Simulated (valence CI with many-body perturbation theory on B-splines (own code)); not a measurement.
## Energy levels of Cs XLI

Calculated by relativistic CI+MBPT: five valence electrons over a frozen Dirac-Fock core [Ne], a basis of 9 s, 9 p, 8 d, 6 f, 3 g, 1 h functions for each j, with the one-electron correlation potential Σ1 (screened to all orders), the two-electron term Σ2, the three-electron term Σ3, Breit, model QED; selected single and double excitations, second order for the rest (own B-spline code, finite nucleus).

No measured spectrum was set against this ion. As an estimate, large intervals hold to a few tenths of a per cent, small ones and those within an open d or f shell to about a per cent. Among the levels kept, up to 610 cm⁻¹ of a level comes from second order outside the variational space, and about a tenth of that is noise between levels of different J, which matters for small intervals.

Levels 1 to 45 of 51, with energies above the lowest level, (3s^2 3p1/2^2 3p3/2) J=3/2. "Leading %" is the weight of the configuration and term that name the level; weights of strongly mixed levels are sums over their largest components and can fall short. In the jj column 3d3/2^4 stands for four electrons in 3d with j = 3/2.

| No. | Configuration | Term | J | E (cm⁻¹) | Leading % | Leading jj | Second component | g |
| --- | --- | --- | --- | --- | --- | --- | --- | --- |
| 1 | 3s2 3p3 | 2P° | 3/2 | 0 | 44 | 3s^2 3p1/2^2 3p3/2 (98 %) | 30 % 3s2 3p3 4S° | 1.394 |
| 2 | 3s2 3p3 | 4S° | 3/2 | 629420 | 52 | 3s^2 3p1/2 3p3/2^2 (98 %) | 45 % 3s2 3p3 2D° | 1.438 |
| 3 | 3s2 3p3 | 2D° | 5/2 | 696880 | 98 | 3s^2 3p1/2 3p3/2^2 (98 %) |  | 1.193 |
| 4 | 3s2 3p3 | 2P° | 1/2 | 780040 | 98 | 3s^2 3p1/2 3p3/2^2 (98 %) |  | 0.657 |
| 5 | 3s2 3p2 3d | 4F | 3/2 | 1254400 | 37 | 3s^2 3p1/2^2 3d3/2 (95 %) | 26 % 3s2 3p2 3d 2D | 0.787 |
| 6 | 3s2 3p3 | 2P° | 3/2 | 1418800 | 53 | 3s^2 3p3/2^3 (97 %) | 28 % 3s2 3p3 2D° | 1.285 |
| 7 | 3s 3p4 | 4P | 5/2 | 1422400 | 30 | 3s^2 3p1/2^2 3d5/2 (55 %) | 15 % 3s2 3p2 3d 2D | 1.353 |
| 8 | 3s 3p4 | 4P | 5/2 | 1568400 | 40 | 3s 3p1/2^2 3p3/2^2 (51 %) | 14 % 3s2 3p2 3d 4F | 1.329 |
| 9 | 3s 3p4 | 2S | 1/2 | 1683100 | 47 | 3s 3p1/2^2 3p3/2^2 (82 %) | 34 % 3s 3p4 4P | 2.195 |
| 10 | 3s 3p4 | 2D | 3/2 | 1690500 | 27 | 3s 3p1/2^2 3p3/2^2 (69 %) | 26 % 3s 3p4 2P | 1.154 |
| 11 | 3s2 3p2 3d | 2F | 5/2 | 1880200 | 48 | 3s^2 3p1/2 3p3/2 3d3/2 (96 %) | 44 % 3s2 3p2 3d 4F | 0.960 |
| 12 | 3s2 3p2 3d | 4F | 3/2 | 1888000 | 30 | 3s^2 3p1/2 3p3/2 3d3/2 (92 %) | 29 % 3s2 3p2 3d 4D | 0.931 |
| 13 | 3s2 3p2 3d | 4D | 1/2 | 1892800 | 77 | 3s^2 3p1/2 3p3/2 3d3/2 (97 %) | 14 % 3s2 3p2 3d 2P | 0.223 |
| 14 | 3s2 3p2 3d | 2G | 7/2 | 1944700 | 40 | 3s^2 3p1/2 3p3/2 3d3/2 (91 %) | 28 % 3s2 3p2 3d 2F | 1.068 |
| 15 | 3s2 3p2 3d | 2P | 3/2 | 2036300 | 31 | 3s^2 3p1/2 3p3/2 3d5/2 (68 %) | 26 % 3s 3p4 4P | 1.454 |
| 16 | 3s2 3p2 3d | 4D | 7/2 | 2042300 | 46 | 3s^2 3p1/2 3p3/2 3d5/2 (98 %) | 36 % 3s2 3p2 3d 4F | 1.307 |
| 17 | 3s2 3p2 3d | 2D | 5/2 | 2078900 | 31 | 3s^2 3p1/2 3p3/2 3d5/2 (77 %) | 30 % 3s2 3p2 3d 2F | 1.162 |
| 18 | 3s2 3p2 3d | 2D | 5/2 | 2110100 | 34 | 3s^2 3p1/2 3p3/2 3d3/2 (66 %) | 20 % 3s2 3p2 3d 4P | 1.281 |
| 19 | 3s2 3p2 3d | 2G | 9/2 | 2112800 | 55 | 3s^2 3p1/2 3p3/2 3d5/2 (98 %) | 44 % 3s2 3p2 3d 4F | 1.204 |
| 20 | 3s2 3p2 3d | 4P | 3/2 | 2144600 | 24 | 3s^2 3p1/2 3p3/2 3d3/2 (75 %) | 23 % 3s2 3p2 3d 2D | 1.245 |
| 21 | 3s2 3p2 3d | 2P | 1/2 | 2144700 | 40 | 3s^2 3p1/2 3p3/2 3d3/2 (82 %) | 36 % 3s2 3p2 3d 4P | 1.615 |
| 22 | 3s2 3p2 3d | 2F | 7/2 | 2242400 | 43 | 3s^2 3p1/2 3p3/2 3d5/2 (84 %) | 33 % 3s2 3p2 3d 2G | 1.088 |
| 23 | 3s2 3p2 3d | 4D | 3/2 | 2254500 | 24 | 3s^2 3p1/2 3p3/2 3d5/2 (50 %) | 22 % 3s 3p4 4P | 1.138 |
| 24 | 3s2 3p2 3d | 2D | 5/2 | 2259700 | 33 | 3s^2 3p1/2 3p3/2 3d5/2 (67 %) | 24 % 3s2 3p2 3d 2F | 1.172 |
| 25 | 3s2 3p2 3d | 2S | 1/2 | 2276700 | 34 | 3s^2 3p1/2 3p3/2 3d5/2 (68 %) | 30 % 3s2 3p2 3d 2P | 1.438 |
| 26 | 3s2 3p2 3d | 2P | 3/2 | 2325500 | 27 | 3s^2 3p1/2 3p3/2 3d5/2 (62 %) | 21 % 3s2 3p2 3d 2D | 1.108 |
| 27 | 3s 3p4 | 2D | 5/2 | 2370800 | 51 | 3s 3p1/2 3p3/2^3 (56 %) | 11 % 3s2 3p2 3d 4D | 1.262 |
| 28 | 3s 3p4 | 2P | 3/2 | 2479100 | 45 | 3s 3p1/2 3p3/2^3 (69 %) | 18 % 3s 3p4 2D | 1.169 |
| 29 | 3s 3p4 | 2P | 1/2 | 2489900 | 31 | 3s 3p1/2 3p3/2^3 (51 %) | 28 % 3s2 3p2 3d 2P | 1.243 |
| 30 | 3s 3p3 3d | 6D° | 5/2 | 2736600 | 30 | 3s 3p1/2^2 3p3/2 3d3/2 (88 %) | 21 % 3s 3p3 3d 4F° | 1.328 |
| 31 | 3s 3p3 3d | 6D° | 3/2 | 2747800 | 37 | 3s 3p1/2^2 3p3/2 3d3/2 (89 %) | 16 % 3s 3p3 3d 4D° | 1.385 |
| 32 | 3s2 3p2 3d | 2F | 7/2 | 2750500 | 44 | 3s^2 3p3/2^2 3d5/2 (78 %) | 40 % 3s2 3p2 3d 4D | 1.268 |
| 33 | 3s 3p3 3d | 6D° | 1/2 | 2753000 | 46 | 3s 3p1/2^2 3p3/2 3d3/2 (89 %) | 37 % 3s 3p3 3d 4P° | 2.667 |
| 34 | 3s2 3p2 3d | 2D | 5/2 | 2759300 | 33 | 3s^2 3p3/2^2 3d3/2 (78 %) | 17 % 3s2 3p2 3d 2F | 1.194 |
| 35 | 3s2 3p2 3d | 2P | 1/2 | 2762600 | 53 | 3s^2 3p3/2^2 3d3/2 (57 %) | 19 % 3s2 3p2 3d 4P | 1.140 |
| 36 | 3s2 3p2 3d | 2D | 3/2 | 2767400 | 26 | 3s^2 3p3/2^2 3d3/2 (77 %) | 24 % 3s2 3p2 3d 4P | 1.175 |
| 37 | 3s 3p3 3d | 6D° | 7/2 | 2773700 | 32 | 3s 3p1/2^2 3p3/2 3d3/2 (73 %) | 21 % 3s 3p3 3d 4F° | 1.353 |
| 38 | 3s2 3p2 3d | 4F | 9/2 | 2778500 | 54 | 3s^2 3p3/2^2 3d5/2 (97 %) | 44 % 3s2 3p2 3d 2G | 1.228 |
| 39 | 3s2 3p2 3d | 2F | 7/2 | 2788000 | 66 | 3s^2 3p3/2^2 3d3/2 (72 %) | 26 % 3s2 3p2 3d 2G | 1.080 |
| 40 | 3s2 3p2 3d | 2S | 1/2 | 2788400 | 40 | 3s^2 3p3/2^2 3d5/2 (57 %) | 23 % 3s2 3p2 3d 4P | 1.760 |
| 41 | 3s 3p3 3d | 4F° | 3/2 | 2872700 | 31 | 3s 3p1/2^2 3p3/2 3d3/2 (66 %) | 13 % 3s 3p3 3d 2D° | 0.962 |
| 42 | 3s2 3p2 3d | 2D | 3/2 | 2880800 | 60 | 3s^2 3p3/2^2 3d3/2 (80 %) | 18 % 3s2 3p2 3d 2P | 0.910 |
| 43 | 3s 3p3 3d | 6D° | 9/2 | 2900100 | 46 | 3s 3p1/2^2 3p3/2 3d5/2 (91 %) | 39 % 3s 3p3 3d 4F° | 1.403 |
| 44 | 3s2 3p2 3d | 2D | 5/2 | 2944500 | 79 | 3s^2 3p3/2^2 3d5/2 (97 %) | 13 % 3s2 3p2 3d 4D | 1.202 |
| 45 | 3s 3p3 3d | 4G° | 5/2 | 2975900 | 32 | 3s 3p1/2^2 3p3/2 3d3/2 (81 %) | 17 % 3s 3p3 3d 2F° | 0.858 |

The ionisation energy to 3s2 3p2 3P_0 of the next ion comes out as 2946.9 eV (NIST: 2945 ± 4 eV (theoretical)). All 51 levels together are meant to be complete up to 3103200 cm⁻¹.
